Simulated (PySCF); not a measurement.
CH₅S, SMILES C[SH2+], charge +1.

Geometry optimised at B3LYP-D3(BJ)/def2-TZVP. The isomer is the one that the SMILES or the coordinates give; other isomers of the formula were not compared.

Computed with HF/def2-TZVPD run with PySCF.

Symmetry labels are those of the subgroup Cs that the program uses (full group Cs).

Computed valence orbital energies around the gap with their symmetry:
```tsv
orbital	symmetry	energy (eV)
HOMO−7	A'	-189.60
HOMO−6	A'	-36.28
HOMO−5	A'	-31.12
HOMO−4	A"	-24.22
HOMO−3	A'	-23.22
HOMO−2	A"	-21.46
HOMO−1	A'	-21.45
HOMO	A'	-19.47
LUMO	A'	-3.14
LUMO+1	A'	-2.65
LUMO+2	A"	-2.50
LUMO+3	A"	-1.94
```
